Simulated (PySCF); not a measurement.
# Substituent effects on chemical shifts

Parent skeleton `[CH3:1][CH2:2][NH:3][CH3:4]`; one hydrogen on atom 4 is replaced by X. Hydrogens on one atom are averaged.

PySCF 2.14.0 with density-fitted response routines calculation with coordinates at the GFN2-xTB level and shielding tensors at PBE0/pcSseg-1 (GIAO); rapidly exchanging positions averaged, single conformer, no solvent model, non-relativistic.

δ = σ(ref) − σ, references computed at the same level: TMS for 13C and 1H; 15N against NH3.

Parent (X = H): C1 18.3, C2 51.6, N3 53.1, C4 40.3, H(C1) 1.18, H(C2) 2.59, H(C4) 2.63 ppm. Effects are Δδ = δ(X) − δ(H), positive for deshielding.

Question: Give Δδ (ppm) for X = cPr, C2F5, 2-thienyl.

Answer: 
```
        X               SMILES    C1    C2     N3     C4  H(C1)  H(C2)  H(C4)
      cPr            CCNCC1CC1  -0.2  -1.7  +16.7  +21.3  +0.05  +0.13  -0.08
     C2F5  CCNCC(F)(F)C(F)(F)F  -0.6  -2.5   -5.3  +15.1  +0.13  +0.16  +0.79
2-thienyl          CCNCc1cccs1  -0.3  -5.9  +26.6  +12.6  -0.07  -0.16  +1.45
```

Question: Which position responds most, and to which substituents?

Answer: N3: from -5.3 ppm with C2F5 to +26.6 ppm with 2-thienyl.

Experimental scales use liquid or dissolved standards, which lie at an offset from isolated NH3 (liquid NH3: subtract about 20 ppm).
